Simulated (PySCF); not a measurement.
Compound: C5H5F3S.
Cartesian coordinates in Å at the GFN2-xTB level; atoms count from 1:
```
atom  x, y, z in Å
F1     0.6261   -0.8630   -1.7899
C2     1.2716   -0.7079   -0.6285
F3     2.4104   -0.0507   -0.9100
F4     1.6314   -1.9314   -0.2172
C5     0.4369    0.0247    0.4217
C6    -0.8150   -0.7620    0.7020
C7    -1.9478   -0.1720    0.3464
S8    -1.7919    1.4216   -0.3285
C9     0.0280    1.4130   -0.0878
H10    1.0724    0.0972    1.3116
H11   -0.7436   -1.7471    1.1268
H12   -2.9389   -0.5725    0.4406
H13    0.2664    2.1935    0.6323
H14    0.4935    1.6561   -1.0418
```

Computed, not measured: TDDFT CAM-B3LYP/def2-SVPD, vertical, gas phase, core orbitals frozen in the response (PySCF).

Ground-to-excited transition dipoles (e·a0, same axes as the geometry; the sign carries no meaning), for the states with f of 0.002 or more among the lowest 7:

| state | E (eV) | μx | μy | μz |
| --- | --- | --- | --- | --- |
| S2 | 5.384 | 0.557 | -0.820 | 0.338 |
| S3 | 5.855 | 0.027 | -0.113 | -0.191 |
| S4 | 6.399 | -0.051 | 0.056 | -0.301 |
| S5 | 6.705 | 0.106 | -0.142 | -0.070 |
| S6 | 6.923 | -0.163 | 0.177 | -0.189 |
| S7 | 7.202 | 0.179 | -0.148 | -0.178 |

Q: Work out the oscillator strengths.

A: f = (2/3) ΔE |μ|² with ΔE in hartree (27.2114 eV).

| state | \|μ\|² (au) | \|μ\| (D) | f |
| --- | --- | --- | --- |
| S2 | 1.097 | 2.66 | 0.145 |
| S3 | 0.050 | 0.57 | 0.007 |
| S4 | 0.097 | 0.79 | 0.015 |
| S5 | 0.036 | 0.48 | 0.006 |
| S6 | 0.093 | 0.78 | 0.016 |
| S7 | 0.086 | 0.74 | 0.015 |

Q: Which bond between heavy atoms lies closest to the direction of the S2 transition dipole?

A: C5–C9 and C2–F4, at 17° from it; next C6–C7 at 27°.

Q: What angle do the transition dipoles of S2 and S6 make?

A: |cos θ| = |μa·μb| / (|μa| |μb|) = 0.94, so θ ≈ 21° (taken between 0 and 90°, since the signs are arbitrary).

Q: What peak molar absorption coefficient would the strongest computed level give as a lone Gaussian band 0.4 eV wide at half height?

A: ε(max) = 2.175×10⁸ f / FWHM, with the width in cm⁻¹. S2: 2.175×10⁸ × 0.1447 / 3226 ≈ 9800 L mol⁻¹ cm⁻¹.
